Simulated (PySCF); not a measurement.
EPR parameters of [C6H11N]+

Compound: C6H11N (charge +1 and doublet state).
Structure used (GFN2-xTB), in Å, numbered top down from 1:
```xyz
18
C6H11N angstrom
C      2.8397   -0.0620   -0.1144
C      1.3916   -0.0031    0.0513
C      0.4052    0.8494   -0.3629
C     -0.6174    0.2339    0.5147
C     -1.8509   -0.3896   -0.2586
N     -2.8109    0.5405   -0.6513
C      0.4639   -0.8046    0.9195
H      3.2862   -0.8135    0.5310
H      3.3021    0.9094    0.0694
H      3.0684   -0.3022   -1.1575
H      0.3617    1.6650   -1.0604
H     -1.0015    0.8569    1.3210
H     -2.2852   -1.0906    0.4640
H     -1.4742   -0.9323   -1.1267
H     -3.3278    1.0446    0.0519
H     -2.7669    0.9638   -1.5635
H      0.7417   -0.8443    1.9716
H      0.2657   -1.8153    0.5694
```

The hyperfine couplings belong to this conformer and change with its torsions.

Identity: `CC1=C[C@@H](C[NH2+])C1` [radical] (charge +1).

The calculation used PySCF 2.14.0, UKS B3LYP, pcH-1 on C H N, non-relativistic, mean-field spin-orbit, GIAO. Geometry: GFN2-xTB, one conformer, isolated ion. GFN2-xTB frequencies show an imaginary mode (86i cm⁻¹), so this geometry is no minimum at that level. Couplings are sensitive to structure, and on GFN2-xTB geometries they can be far from those on DFT ones, by a factor of two or more for some ions and for spin on atoms past the first row. Stability of the SCF solution: not tested.

```json
{
  "g1, g2, g3": "2.00228, 2.00339, 2.00390",
  "g_iso": "2.00319",
  "Form of g": "rhombic: the two nearest values differ by 32 % of g3 − g1",
  "⟨S²⟩": "0.7536 (exact 0.7500)",
  "HOMO–LUMO gap, α and β orbitals": "6.46, 1.89 eV",
  "Total energy": "-289.69158 Eh"
}
```

Isotropic coupling and dipolar principal values T1 to T3, in MHz; ρ(0) is the spin density at the nucleus:

| atom | isotope | a_iso | T1 | T2 | T3 | Mulliken spin population | ρ(0) (bohr⁻³) |
| --- | --- | --- | --- | --- | --- | --- | --- |
| C1 | 13C | -2.6 | -2.9 | -1.8 | 4.7 | 0.00 | -0.0023 |
| C2 | 13C | 11.8 | -18.7 | -16.6 | 35.3 | 0.20 | 0.0105 |
| C3 | 13C | 8.8 | -19.3 | -17.2 | 36.4 | 0.21 | 0.0079 |
| C4 | 13C | 3.0 | -13.6 | -13.2 | 26.8 | 0.06 | 0.0026 |
| C5 | 13C | -11.4 | -12.7 | -10.0 | 22.7 | 0.03 | -0.0101 |
| N6 | 14N | 23.8 | -20.3 | -20.2 | 40.5 | 0.43 | 0.0736 |
| C7 | 13C | -6.6 | -2.7 | -1.1 | 3.8 | 0.00 | -0.0059 |
| H8 | 1H | -1.2 | -2.0 | -1.3 | 3.3 | 0.00 | -0.0003 |
| H9 | 1H | 27.2 | -2.9 | -1.8 | 4.7 | 0.01 | 0.0061 |
| H10 | 1H | 63.6 | -3.1 | 0.0 | 3.1 | 0.02 | 0.0142 |
| H11 | 1H | -12.8 | -8.4 | -1.9 | 10.3 | -0.01 | -0.0029 |
| H12 | 1H | 17.0 | -6.5 | 0.2 | 6.3 | 0.01 | 0.0038 |
| H13 | 1H | 110.9 | -5.5 | -4.3 | 9.8 | 0.05 | 0.0248 |
| H14 | 1H | 5.1 | -5.5 | -0.6 | 6.1 | 0.00 | 0.0011 |
| H15 | 1H | -27.4 | -23.3 | -5.5 | 28.8 | -0.01 | -0.0061 |
| H16 | 1H | -27.3 | -23.8 | -5.0 | 28.8 | -0.01 | -0.0061 |
| H17 | 1H | 9.1 | -3.6 | -1.1 | 4.6 | 0.00 | 0.0020 |
| H18 | 1H | 9.9 | -3.3 | -0.3 | 3.6 | 0.00 | 0.0022 |

The Mulliken spin populations are largest on N6 (+0.43), C3 (+0.21), C2 (+0.20) and C4 (+0.06). Three atoms exceed +0.15.

N6, the radical centre as drawn in `CC1=C[C@@H](C[NH2+])C1`, holds a spin population of +0.43 out of 1.

Axes: g2 points within 9° of the N6–H16 bond.

Under fast tumbling the dipolar parts average out, and these isotropic splittings remain (the largest six): 1 × 1H (H13, I = 1/2, 2 lines) with 3.95 mT, 3 × 1H (H8/H9/H10, I = 1/2, 4 lines) with 1.06 mT, 1 × 1H (H15, I = 1/2, 2 lines) with 0.98 mT, 1 × 1H (H16, I = 1/2, 2 lines) with 0.97 mT, 1 × 14N (N6, I = 1, 3 lines) with 0.85 mT and 1 × 1H (H12, I = 1/2, 2 lines) with 0.61 mT.

Nuclei that the bonding pattern makes equivalent are averaged, as if the motion that swaps them (rotation, inversion, ring flip) were fast. H15 and H16 aren't averaged: N6 is flat or nearly so (angle sum 356°), and its turn about the short N6–C5 bond (1.39 Å) is taken as slow. The three 1H nuclei of mean +29.9 MHz run from -1.2 to 63.6 MHz in the frozen geometry.

The 13C coupling of C2 (11.8 MHz) shows only in satellite lines or after enrichment, since that isotope makes up about 1.07 % of natural carbon.

The spin density at the nucleus, in bohr⁻³, is negative for C5 (-0.0101), H15 (-0.0061) and H16 (-0.0061), for instance. A restricted open-shell determinant has no negative spin density anywhere; here it arises because α and β orbitals differ (spin polarisation).
